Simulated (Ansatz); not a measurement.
Consider the redistribution: `B/C=C/[Se][SiH3]` + `N[SiH2]F` → `[SiH3][SeH]` + `B/C=C\[SiH](N)F`.

Gas-phase electronic energies from Ansatz, PBE0-D4/def2-TZVP geometries. CBS: MP2 limit from def2 TZ/QZ plus the TZ coupled-cluster correction, frozen cores. Double bonds are as drawn, so ΔE can hold a change between cis and trans. Functionals use def2-TZVPP. B3LYP here is the variant with VWN-RPA as its local correlation; programs differ in this. For Se outer-core shells are correlated without core-valence functions, which leaves a few kJ/mol of doubt a bond. Scalar relativity is left out up to krypton. One conformer a species, not always the lowest.

| level | ΔE (kcal/mol) | difference from CCSD(T)/CBS |
| --- | --- | --- |
| PBE-D4 | -2.1 | 3.0 |
| PBE0-D4 | -4.0 | 1.1 |
| B3LYP-D4 | -3.9 | 1.2 |
| B2PLYP | -3.4 | 1.7 |
| PBE0 | -3.8 | 1.3 |
| B3LYP | -3.5 | 1.6 |
| HF/def2-TZVPP | -7.0 | -1.9 |
| SCS-MP2/def2-TZVPP | -3.4 | 1.7 |
| HF/def2-QZVPP | -7.0 | -1.9 |
| SCS-MP2/def2-QZVPP | -3.7 | 1.4 |
| CCSD(T)/CBS | -5.1 | 0 |

Largest T1 diagnostic among the species: 0.012.

From PBE to PBE0 (25 % exact exchange), in def2-TZVPP and without D4, ΔE moves by −1.9 kcal/mol. In def2-TZVPP, CCSD(T) changes the Hartree–Fock value by +2.3 kcal/mol (the triples alone add +0.8 kcal/mol) and MP2 by +4.3 kcal/mol.
